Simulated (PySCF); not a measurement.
A structure optimised at PBE0-D3(BJ)/def2-SVP, used in a PySCF frequency run:

```
C
H 1 1.0935
C 1 1.4809 2 114.41
C 3 1.3118 1 125.29 2 0.00
C 4 1.3083 1 150.65 2 0.00
H 5 1.0960 4 121.40 1 -90.06
H 5 1.0960 6 117.20 4 179.88
H 3 1.0992 4 118.10 6 90.35
C 1 1.5074 2 116.51 3 -146.36
H 9 1.0930 1 117.75 2 2.46
H 9 1.0937 10 114.14 1 -143.73
C 9 1.4945 10 118.75 11 -146.77
H 12 1.0930 9 118.75 10 0.00
H 12 1.0937 13 114.14 9 -146.77
```
Charge 0, spin multiplicity 1.

Write its SMILES, formula and point group.

C=C=CC1CC1, C₆H₈, Cs

What are its rotational constants (standard atomic weights)?

14.104, 1.6781, 1.6373 GHz
